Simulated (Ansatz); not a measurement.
Ansatz (an electronic-structure program) input (B3LYP-D3(BJ)/def2-TZVP):

Ansatz 0.2 input:
```yaml
crystal:
  periodic: [false, false, false]
  atoms:
    - {symbol: Bi, position_ang: [0.11208710, -0.62633752, 0.77367491]}
    - {symbol: I, position_ang: [2.05489889, 0.86234499, -0.61513851]}
    - {symbol: I, position_ang: [-2.23043152, 0.11852320, -0.59646559]}
basis:
  gaussian:
    orbitals: def2-TZVP
hamiltonian:
  xc: b3lyp
  dispersion: d3bj
magnetization: {spin_polarized: true, initial_magnetization: 1}
phonons: {temperatures: {t_min: 298.15, t_max: 298.15, t_step: 100}}
```

Output:

```
Functional definition: B3LYP
integrals: 0.08 GiB planned
1227 factors; their error is unknown
mean field: 1.03 GiB planned
mean field evaluation 1: about -22051.1724 eV, gradient 9.2e0 eV
mean field evaluation 2: about -22048.8665 eV, gradient 2.1e1 eV
mean field evaluation 4: about -22051.8883 eV, gradient 9.4e-1 eV
mean field evaluation 8: about -22052.3944 eV, gradient 1.6e-1 eV
mean field evaluation 16: about -22052.3946 eV, gradient 8.3e-5 eV
mean field -22052.39456476 eV, -810.4105526050 hartree, gradient 8.0e-5 eV, S^2 0.752630; 0 other end points of the search recorded, 0 dependent functions left out
the calculation of the forces begins
reference -22052.39477858 eV, -810.4105604629 hartree; 37, 36 occupied and 113, 114 virtual orbitals, 1227 factors
these checks for a lower state are left out or cut short: stability, starts, cluster_reference, orbital_swaps, neighbouring_geometries, increment
integrals: 0.08 GiB planned
1227 factors; their error is unknown
mean field: 1.03 GiB planned
mean field -22052.39456192 eV, -810.4105525008 hartree, gradient 2.2e-6 eV, S^2 0.752632; 0 other end points of the search recorded, 0 dependent functions left out
the calculation of the forces begins
reference -22052.39477577 eV, -810.4105603594 hartree; 37, 36 occupied and 113, 114 virtual orbitals, 1227 factors
these checks for a lower state are left out or cut short: stability, starts, cluster_reference, orbital_swaps, neighbouring_geometries, increment
integrals: 0.08 GiB planned
1227 factors; their error is unknown
mean field: 1.03 GiB planned
mean field evaluation 32: about -22052.3945 eV, gradient 2.1e-6 eV
mean field -22052.39453269 eV, -810.4105514265 hartree, gradient 2.1e-6 eV, S^2 0.752627; 0 other end points of the search recorded, 0 dependent functions left out
the calculation of the forces begins
reference -22052.39474650 eV, -810.4105592837 hartree; 37, 36 occupied and 113, 114 virtual orbitals, 1227 factors
these checks for a lower state are left out or cut short: stability, starts, cluster_reference, orbital_swaps, neighbouring_geometries, increment
integrals: 0.08 GiB planned
1227 factors; their error is unknown
mean field: 1.03 GiB planned
mean field -22052.39457952 eV, -810.4105531475 hartree, gradient 1.7e-6 eV, S^2 0.752632; 0 other end points of the search recorded, 0 dependent functions left out
the calculation of the forces begins
reference -22052.39479337 eV, -810.4105610062 hartree; 37, 36 occupied and 113, 114 virtual orbitals, 1227 factors
these checks for a lower state are left out or cut short: stability, starts, cluster_reference, orbital_swaps, neighbouring_geometries, increment
integrals: 0.08 GiB planned
1227 factors; their error is unknown
mean field: 1.03 GiB planned
mean field -22052.39452292 eV, -810.4105510676 hartree, gradient 1.5e-6 eV, S^2 0.752627; 0 other end points of the search recorded, 0 dependent functions left out
the calculation of the forces begins
reference -22052.39473673 eV, -810.4105589247 hartree; 37, 36 occupied and 113, 114 virtual orbitals, 1227 factors
these checks for a lower state are left out or cut short: stability, starts, cluster_reference, orbital_swaps, neighbouring_geometries, increment
integrals: 0.08 GiB planned
1227 factors; their error is unknown
mean field: 1.03 GiB planned
mean field -22052.39465522 eV, -810.4105559293 hartree, gradient 1.9e-6 eV, S^2 0.752632; 0 other end points of the search recorded, 0 dependent functions left out
the calculation of the forces begins
reference -22052.39486907 eV, -810.4105637880 hartree; 37, 36 occupied and 113, 114 virtual orbitals, 1227 factors
these checks for a lower state are left out or cut short: stability, starts, cluster_reference, orbital_swaps, neighbouring_geometries, increment
integrals: 0.08 GiB planned
1227 factors; their error is unknown
mean field: 1.03 GiB planned
mean field evaluation 64: about -22052.3945 eV, gradient 1.9e-6 eV
mean field -22052.39446135 eV, -810.4105488046 hartree, gradient 1.9e-6 eV, S^2 0.752628; 0 other end points of the search recorded, 0 dependent functions left out
the calculation of the forces begins
reference -22052.39467515 eV, -810.4105566617 hartree; 37, 36 occupied and 113, 114 virtual orbitals, 1227 factors
Total energy: -22052.68005028 eV, -810.4210440042 hartree
Atom 0 at     0.112087    -0.626338     0.773675 Å, force     0.000023    -0.000130     0.000160 eV/Å
Atom 1 at     2.054899     0.862345    -0.615139 Å, force     0.000225     0.000106    -0.000081 eV/Å
Atom 2 at    -2.230432     0.118523    -0.596466 Å, force    -0.000248     0.000024    -0.000079 eV/Å
Dipole moment:     0.062553    -0.349544     0.431769 e Å
Vibrations: 50.74 164.55 169.38 cm⁻¹, zero-point energy 0.023847 eV
```

It need not be the lowest isomer of its formula.
